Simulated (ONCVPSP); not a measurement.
# nitrogen: excitation energies, all-electron against ONCV

ONCVPSP 4.0.1 input, shortened (lines: element, Z, core and valence counts, functional; n l f; lmax; l rc ep ncon nbas qcut; lloc lpopt rc5 dvloc0; l nproj debl; icmod fcfact rcfact), PBE, scalar-relativistic:

```
  N 7.00    1    2        4      upf
    1    0    2.00
    2    0    2.00
    2    1    2.00
    2
    0    1.00    0.00    4    8    6.20
    1    2.25    0.00    3    7    7.60
    2    2.00    0.25    4    8    4.80
    4    5    0.75    0.00
    0    2    1.90
    1    2    1.00
    2    1    3.10
    1    0.50    0.00
```

Energies are relative to the spin-unpolarised reference configuration 2s2 2p2; without spin polarisation the order of configurations can differ from experiment.

Problem. Give the all-electron excitation energy and the error of the potential for: 2s2 2p3; 2s2 2p1; 2s2 2p0; 2s1 2p3.

Solution.

| valence configuration | charge | ΔE all-electron (eV) | error AE − PS (meV) |
| --- | --- | --- | --- |
| 2s2 2p3 | 0 | -13.591 | +78 |
| 2s2 2p1 | +2 | 28.854 | +241 |
| 2s2 2p0 | +3 | 75.935 | +1434 |
| 2s1 2p3 | +1 | 11.781 | -0.3 |

Note: no bound ghost flagged; GHOST(+) flagged for d at 84.0 eV.
